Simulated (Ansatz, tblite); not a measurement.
Cost and result up the ladder for ZrH2Cl2 (5 atoms). Total charge 0; singlet. Geometry: PBE-D4/def2-TZVP.

```xyz
5

Zr    0.050    0.051    0.022
H     0.292    0.617    1.762
H     1.223    0.926   -1.104
Cl   -2.110    0.625   -0.618
Cl    0.545   -2.219   -0.062
```

Ansatz on 4 threads of Arm Neoverse V2 on a shared host; xTB runs through tblite on one thread. Times are rough, summed over both states, and most runs start from the orbitals of an earlier one. CCSD(T)/def2-TZVPP serves as the yardstick here, not as an exact answer. The other state is a doublet.

In the def2 sets Zr takes a core potential; there is no spin–orbit coupling. The xTB rows come from tblite. Correlated methods freeze 10 core orbitals; core or outer-core shells of Zr are correlated, in sets that lack core-valence functions.

Raw xTB energies of ions are shifted by several eV.

```
                          level  functions  wall time
                       GFN2-xTB         29    0.005 s
                       GFN1-xTB         31    0.007 s
               PBE-D4/def2-TZVP        126      2.6 s
            r2SCAN-D4/def2-TZVP        126      5.6 s
PBE0-D4/def2-TZVP (with forces)        126      9.7 s
             CCSD(T)/def2-TZVPP        168    2.1 min
```

Estimate what each level gives for the vertical IE (eV).


```json
{"level": "GFN2-xTB", "vertical IE (eV)": "14.30", "difference from CCSD(T)/def2-TZVPP (eV)": "3.12"}
{"level": "GFN1-xTB", "vertical IE (eV)": "15.15", "difference from CCSD(T)/def2-TZVPP (eV)": "3.97"}
{"level": "PBE-D4/def2-TZVP", "vertical IE (eV)": "10.46", "difference from CCSD(T)/def2-TZVPP (eV)": "-0.71"}
{"level": "r2SCAN-D4/def2-TZVP", "vertical IE (eV)": "10.72", "difference from CCSD(T)/def2-TZVPP (eV)": "-0.45"}
{"level": "PBE0-D4/def2-TZVP (with forces)", "vertical IE (eV)": "10.94", "difference from CCSD(T)/def2-TZVPP (eV)": "-0.24"}
{"level": "CCSD(T)/def2-TZVPP", "vertical IE (eV)": "11.17", "difference from CCSD(T)/def2-TZVPP (eV)": "0.00"}
```
